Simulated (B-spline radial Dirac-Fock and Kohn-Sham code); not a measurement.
## Scattering functions of Te⁶⁺

System: Te⁶⁺ in the configuration [Kr] 4d9 5s1 (not the ground configuration).

Calculated with a radial finite-basis atomic code, using Dirac-Fock orbitals of the configuration average with a finite nucleus. f₀ is the Fourier transform of the spherical electron density, S the Waller-Hartree incoherent function, and s = sin θ/λ.

```
s (Å⁻¹)      f₀       S
      0  46.000   0.000
   0.05  45.629   0.402
    0.1  44.562   1.488
   0.15  42.916   2.982
    0.2  40.856   4.629
   0.25  38.551   6.284
    0.3  36.152   7.903
   0.35  33.776   9.471
    0.4  31.507  10.980
   0.45  29.397  12.423
    0.5  27.475  13.799
    0.6  24.228  16.380
    0.7  21.722  18.767
    0.8  19.800  20.940
    0.9  18.279  22.859
      1  17.001  24.516
    1.1  15.851  25.941
    1.2  14.765  27.184
    1.4  12.700  29.291
    1.6  10.814  31.070
    1.8   9.206  32.615
      2   7.928  33.966
    2.5   5.983  36.660
      3   5.039  38.631
    3.5   4.387  40.115
      4   3.786  41.253
      5   2.720  42.793
      6   1.985  43.689
```

f₀ starts at the number of electrons, 46, and has fallen to half at s ≈ 0.65 Å⁻¹. The sum of ⟨r²⟩ over the electrons is 20.32 bohr².
